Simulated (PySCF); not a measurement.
C$_{2}$H$_{5}$O$_{2}$ (SMILES [O]CCO), doublet, geometry from GFN2-xTB. Base run: SVWN5/STO-3G (PySCF).

Geometry (Å):
```xyz
9

O      1.4180    -0.0149     0.7252
C      0.8397    -0.3273    -0.3937
C     -0.7603    -0.4381    -0.1839
O     -1.3274     0.7783     0.0869
H      0.9792     0.4098    -1.2146
H      1.0886    -1.3505    -0.7485
H     -0.9368    -1.0792     0.6798
H     -1.1444    -0.8922    -1.1059
H     -1.1877     1.3973    -0.6422
```
Charge 0, spin multiplicity 2.
Orbitals are unrestricted.
All else is at PySCF's defaults.
Base energy -224.65614 Eh.

The base run was repeated with changes; each row names its change, and settings that it needs were set with it.

```json
[
 {"change": "base", "ΔE vs base (µEh)": "0.0", "SCF cycles": "14", "<S^2>": "0.751", "outcome": "converged"},
 {"change": "solver = newton", "ΔE vs base (µEh)": "0.0", "SCF cycles": "-", "<S^2>": "0.751", "outcome": "converged"},
 {"change": "conv_tol = 1e-11", "ΔE vs base (µEh)": "0.0", "SCF cycles": "17", "<S^2>": "0.751", "outcome": "converged"},
 {"change": "conv_tol = 1e-6", "ΔE vs base (µEh)": "0.0", "SCF cycles": "14", "<S^2>": "0.751", "outcome": "converged"},
 {"change": "level_shift = 1.0 (with mf.max_cycle = 100)", "ΔE vs base (µEh)": "-", "SCF cycles": "100", "<S^2>": "-", "outcome": "not converged"},
 {"change": "conv_tol_grad = 1e-3", "ΔE vs base (µEh)": "0.0", "SCF cycles": "14", "<S^2>": "0.751", "outcome": "converged"},
 {"change": "init_guess = vsap", "ΔE vs base (µEh)": "0.0", "SCF cycles": "15", "<S^2>": "0.751", "outcome": "converged"},
 {"change": "level_shift = 0.1 (with mf.max_cycle = 100)", "ΔE vs base (µEh)": "-", "SCF cycles": "100", "<S^2>": "-", "outcome": "not converged"},
 {"change": "init_guess = atom", "ΔE vs base (µEh)": "0.0", "SCF cycles": "16", "<S^2>": "0.751", "outcome": "converged"},
 {"change": "conv_tol = 1e-7", "ΔE vs base (µEh)": "0.0", "SCF cycles": "14", "<S^2>": "0.751", "outcome": "converged"},
 {"change": "conv_tol = 1e-4", "ΔE vs base (µEh)": "72.0", "SCF cycles": "11", "<S^2>": "0.751", "outcome": "converged"},
 {"change": "diis = off; damp = 0.3 (with mf.diis_start_cycle = 200; with mf.max_cycle = 150)", "ΔE vs base (µEh)": "-", "SCF cycles": "150", "<S^2>": "-", "outcome": "not converged"},
 {"change": "diis_space = 2", "ΔE vs base (µEh)": "-", "SCF cycles": "50", "<S^2>": "-", "outcome": "not converged"}
]
```

Open shells are given as the SCF converged; they aren't shown to be the lowest states, and a large step between rows can be another state.
